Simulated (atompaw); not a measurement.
## What one change does to a pseudopotential (Gd (Z = 64), PAW (atompaw))

```json
{
  "Element": "gadolinium",
  "Generator": "atompaw 4.2.0.5",
  "Type": "PAW",
  "Functional": "PBE",
  "Relativity": "scalar-relativistic",
  "Frozen core": "[Kr] 4d10",
  "Valence charge": "18",
  "Reference configuration": "4f7 5s2 5p6 5d1 6s2 6p0",
  "Partial waves": "5s (bound): rc 2.25 bohr; 6s (bound): rc 3.00 bohr; 5p (bound): rc 2.25 bohr; 6p (bound, empty): rc 3.00 bohr; 5d (bound): rc 3.00 bohr; 5d channel at 2.6 Ry: rc 3.00 bohr; 4f (bound): rc 0.80 bohr; 4f channel at 3.55 Ry: rc 0.80 bohr",
  "Local potential": "ultrasoft scheme with l = 4 at -0.5 Ry, radius 2.00 bohr",
  "Core correction": "smooth core density matched at 2.30 bohr",
  "Augmentation charge": "sinc compensation charge, radius 2.25 bohr; PAW radius 3.00 bohr; waves and projectors: custom rrkj vanderbiltortho"
}
```

Change: local potential bessel scheme, radius 2.00 bohr.

Cutoffs: the cutoffs (Ry, on a coarse ladder) from which the occupation-weighted sum of valence levels, in a spherical-Bessel basis at the reference potential, stays within 10 and 1 mRy of its value at 400 Ry; they do not see the model core or the augmentation charge, which bear on the density cutoff.

Problem. What does the change do?

Solution. The range in which the s phases agree widens (upper end 0.7 → 3.2); the range in which the p phases agree widens (upper end 0.5 → 4.3); neither file shows a bound ghost.

```tsv
quantity	base	changed
cutoff, loose	300 Ry	300 Ry
cutoff, tight	over 300 Ry	over 300 Ry
loose cutoff by channel (10 mRy a level)	s 10 Ry, p 15 Ry, d 8 Ry, f 200 Ry	s 10 Ry, p 15 Ry, d 10 Ry, f 200 Ry
bound ghosts	none	none
s: phases at 3.00 bohr within 0.05 rad from the reference energy up to (Ry; the scan ends near 5)	0.7	3.2
p: phases at 3.00 bohr within 0.05 rad from the reference energy up to (Ry; the scan ends near 5)	0.5	4.3
d: phases at 3.00 bohr within 0.05 rad from the reference energy up to (Ry; the scan ends near 5)	to the end of the scan	to the end of the scan
f: phases at 3.00 bohr within 0.05 rad from the reference energy up to (Ry; the scan ends near 5)	to the end of the scan	to the end of the scan
lowest overlap eigenvalue by channel	s 0.39, p 0.53, d 0.81, f 0.99	s 0.41, p 0.51, d 0.82, f 1.00
```

 The cutoffs see the waves, projectors and local potential, not the compensation charge or the core.
